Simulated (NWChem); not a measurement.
Molecule: silicon dioxide molecule (SiO₂); SMILES O=[Si]=O

```xyz
3

O      0.0000     0.0000    -1.5060
Si     0.0000     0.0000     0.0000
O      0.0000     0.0000     1.5060
```
Atoms are numbered in this order, from 1.

Computed with NWChem. Coordinates come from a PBE0-D3(BJ)/def2-TZVP optimisation. Level: M06-2X/def2-SVP with SMD (1 M gas to 1 M solution), gas-phase geometry. Reactions with the solvent are ignored.

```
solvent        dielectric constant  solvation free energy (kcal/mol)  cavity-dispersion-structure term (kcal/mol)
-------------  -------------------  --------------------------------  -------------------------------------------
water                         78.4                              -9.3                                          0.0
1-octanol                     9.86                              -6.9                                          1.1
methanol                      32.6                              -7.5                                          1.6
chlorobenzene                 5.70                              -6.0                                         -1.4
cyclohexane                   2.02                              -3.9                                         -1.2
```
